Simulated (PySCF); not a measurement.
Co(Cp)2, C10H10Co, doublet at its GFN2-xTB optimised geometry (Å):

```
21

Co    -0.0235     0.2693     0.0000
C      1.6362     1.5795     0.0000
C      2.1433     0.2693     0.0000
C      1.6053    -0.3864     1.1368
C      0.9102     0.5740     1.9278
C      0.8913     1.7745     1.2082
H      1.9019     2.3613    -0.6945
H      2.8284    -0.1549    -0.7146
H      1.8667    -1.3820     1.4624
H      0.5164     0.4104     2.9171
H      0.5019     2.7194     1.5520
C     -1.0471    -1.3282    -0.9295
C     -0.8982    -0.3165    -1.8936
C     -1.4968     0.8547    -1.3647
C     -2.1670     0.5143    -0.1532
C     -1.8580    -0.8196     0.1364
H     -0.7588    -2.3613    -1.0467
H     -0.4351    -0.4138    -2.8611
H     -1.6176     1.7867    -1.8962
H     -2.8284     1.1572     0.4035
H     -2.2573    -1.4067     0.9478
```

Calculation: unrestricted PBE0/def2-SVP (PySCF).

Map of the HOMO−1 amplitude (α) (bohr^(-3/2)), clipped to [-0.25, 0.25] on the plane z = 0.6 Å; orbital energy -6.81 eV, overall sign arbitrary:

```
|###############################|
|###############################|
|###############################|
|###############################|
|###############################|
|###############################|
|###############################|
|###############################|
|###################**##########|
|##################****#########|
|###############%%##**##########|
|################%%#############|
|#######%####*++*%%%###%%%######|
|#######%%##*+-.-%%%##%%%%%#####|
|#######%%##*+: .%@%##%%%%%#####|
|#######%%%##*+=#@@%###%%%%#####|
|########%%%###%@@@%####%%######|
|########%%%%%%%@@%%############|
|#########%%##%%%%%%############|
|##############%%%##############|
|###############################|
|###############################|
|###############################|
|###############################|
|###############################|
|###############################|
|###############################|
|###############################|
|###############################|
|###############################|
|###############################|
```
Scale: ten equal steps from -0.250 (start of ' ') to 0.077 (end of '@'), in the order ' .:-=+*#%@'; x runs from -5.00 to 5.00, y from -5.00 (bottom) to 5.00 (top).
